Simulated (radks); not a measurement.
The arsenic anion As- inside a hard spherical wall (all orbitals vanish at R), configuration held at [Ar] 3d10 4s2 4p4 and not refilled when levels cross. All-electron calculation, scalar-relativistic Kohn-Sham, r2SCAN, spin-polarised, spherical densities, finite nucleus; open shells are filled with parallel spins first; meta-GGA in the generalised Kohn-Sham scheme; Fermi nuclear charge, rms radius 4.0968 fm. Program: a radial shooting solver on a logarithmic mesh with Libxc functionals. Eigenvalues in eV for spin up, with the zero of energy where the potential of the charges vanishes at infinity; a dash marks a level that is unbound or too diffuse for the functional's potential to be trusted. A positive occupied level is held by the wall or, in an anion where self-interaction has pushed it up, behind a barrier. The pressure on the wall is -dE/dV.

| R (bohr) | E (hartree) | kinetic (hartree) | e(3p) | e(3d) | e(4s) | e(4p) | e(5s, empty) | e(5p, empty) | pressure (GPa) |
|---|---|---|---|---|---|---|---|---|---|
| 15 | -2261.26427 | 2304.837 | -129.91 | -34.237 | -8.803 | 0.350 | 3.062 | 3.651 | 0.00213 |
| 7 | -2261.23490 | 2304.970 | -128.25 | -32.582 | -7.390 | 1.660 | 8.481 | 12.598 | 1.17 |
| 5 | -2261.07257 | 2305.652 | -124.41 | -28.788 | -4.632 | 4.775 | 19.256 | 26.567 | 19.2 |
| 4 | -2260.66402 | 2307.163 | -118.93 | -23.412 | -0.526 | 9.843 | 36.089 | 46.279 | 109 |
| 3.5 | -2260.12910 | 2308.960 | -114.08 | -18.681 | 3.628 | 15.049 | 53.005 | 65.249 | 290 |
| 3 | -2258.98925 | 2312.532 | -106.68 | -11.506 | 11.132 | 24.352 | 82.479 | 97.387 | 872 |
